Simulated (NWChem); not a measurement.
Species: CH4F2OSi; SMILES OC[SiH](F)F

```xyz
9

O      0.2109     2.1795     0.1697
C     -0.5490     1.1486    -0.4624
Si     0.0134    -0.4674     0.3186
F     -0.9881    -1.6279    -0.1708
F      1.4776    -0.8570    -0.2126
H     -0.0135     3.0270    -0.2436
H     -0.3816     1.1110    -1.5514
H     -1.6339     1.2772    -0.3092
H      0.0339    -0.4341     1.7951
```
Atoms are numbered in this order, from 1.

All runs: NWChem. Pople sets run with spherical d functions. The geometry was optimised at B3LYP/6-31G* (spherical d). B3LYP is NWChem's, with the RPA form of VWN correlation. Level: B3LYP/6-31G* with SMD (1 M gas to 1 M solution), gas-phase geometry. Reactions with the solvent are ignored.

For solvent toluene:

```
Item                                         Value
-------------------------------------------  -----
solvation free energy (kcal/mol)              -3.2
cavity-dispersion-structure term (kcal/mol)   -0.4
dipole in solution (D)                        2.99
```

Question: How do the values read with solvent water instead?

Answer: 
| Property | Result |
|---|---|
| solvation free energy (kcal/mol) | -4.6 |
| cavity-dispersion-structure term (kcal/mol) | 3.6 |
| dipole in solution (D) | 3.37 |
